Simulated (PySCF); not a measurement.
Telling isomers of C7H13N3 apart by NMR

Level of theory: coordinates at the GFN2-xTB level, σ from GIAO-PBE0/pcSseg-1, in PySCF 2.14 (a single conformation, no solvent model, averaged over atoms made equivalent by symmetry, fast rotation or ring inversion, relativity neglected).

References, each an isolated molecule treated in the same way: TMS for ¹H and ¹³C. Where no couplings were computed, multiplicities follow the n + 1 count of equivalent neighbours, and m marks all less simple cases (inequivalent or close neighbours, rings, F or P nearby). Shifts are as computed. Against solution values, carbons near 30 ppm lie about +3 ppm off and those near 130 ppm about +5 ppm. Of 1211 compounds with measured shifts, 218 miss one by over three times the rms of a fit or turn the order of signals round; such compounds aren't used in these exercises.

(1) Tabulate the signals of `Cc1c(C(C)C)nnn1C`, `Cc1cnnn1C(C)(C)C`, `CCn1ncc(C(C)C)n1`, `Cc1nnn(C(C)C)c1C`, `Cc1cnn(C(C)(C)C)n1` and their relative energies.

(2) What is the quickest way to tell Cc1nnn(C(C)C)c1C from Cc1cnn(C(C)(C)C)n1?

(3) What is the quickest way to tell Cc1cnnn1C(C)(C)C from Cc1cnn(C(C)(C)C)n1?

(4) What is the quickest way to tell CCn1ncc(C(C)C)n1 from Cc1nnn(C(C)C)c1C?

Results:

(1) 
| SMILES | carbon types | δC | δH | E rel. (kcal/mol) |
| --- | --- | --- | --- | --- |
| Cc1c(C(C)C)nnn1C | 2×C 1×CH 4×CH3 | 155.3, 132.8, 34.7, 29.7, 26.0, 9.7 | 3.99 (s, 3H), 2.73 (sept, 1H), 2.33 (s, 3H), 1.45 (d, 6H) | 5.8 |
| Cc1cnnn1C(C)(C)C | 2×C 1×CH 4×CH3 | 140.7, 137.5, 57.3, 31.4, 13.8 | 7.55 (s, 1H), 2.58 (s, 3H), 1.71 (s, 9H) | 9.6 |
| CCn1ncc(C(C)C)n1 | 1×C 2×CH 1×CH2 3×CH3 | 160.6, 134.7, 51.3, 30.4, 26.7, 19.3 | 7.52 (s, 1H), 4.42 (q, 2H), 3.13 (sept, 1H), 1.42 (t, 3H), 1.29 (d, 6H) | 2.9 |
| Cc1nnn(C(C)C)c1C | 2×C 1×CH 4×CH3 | 143.0, 132.7, 50.9, 26.1, 12.9, 9.7 | 4.11 (sept, 1H), 2.50 (s, 3H), 2.27 (s, 3H), 1.64 (d, 6H) | 3.2 |
| Cc1cnn(C(C)(C)C)n1 | 2×C 1×CH 4×CH3 | 148.0, 137.0, 59.5, 31.2, 13.2 | 7.42 (s, 1H), 2.51 (s, 3H), 1.67 (s, 9H) | 0.0 |

Energies are electronic energies at PBE0/pcSseg-1 on these geometries, without zero-point or thermal terms, each for the one conformer computed, which needn't be the lowest.

(2) Count the carbon signals: 6 against 5. The first has an sp3 CH bonded to N at 50.9 ppm, the second an aromatic CH next to a ring nitrogen at 137.0 ppm. Their most deshielded carbons lie at 143.0 and 148.0 ppm. In the proton spectra the most deshielded non-exchanging signals are 4.11 (sept, 1H) and 7.42 (s, 1H).

(3) Both give the same number of carbon signals, with the same numbers of each carbon type, so the positions decide. The first has a substituted aromatic carbon next to a ring nitrogen (C) at 137.5 ppm, the second a substituted aromatic carbon next to a ring nitrogen (C) at 148.0 ppm. Their most deshielded carbons lie at 140.7 and 148.0 ppm.

(4) Both give the same number of carbon signals, but DEPT or the intensities differ. The first has an aromatic CH next to a ring nitrogen at 134.7 ppm, the second a substituted aromatic carbon next to a ring nitrogen (C) at 132.7 ppm. Their most deshielded carbons lie at 160.6 and 143.0 ppm. In the proton spectra the most deshielded non-exchanging signals are 7.52 (s, 1H) and 4.11 (sept, 1H).
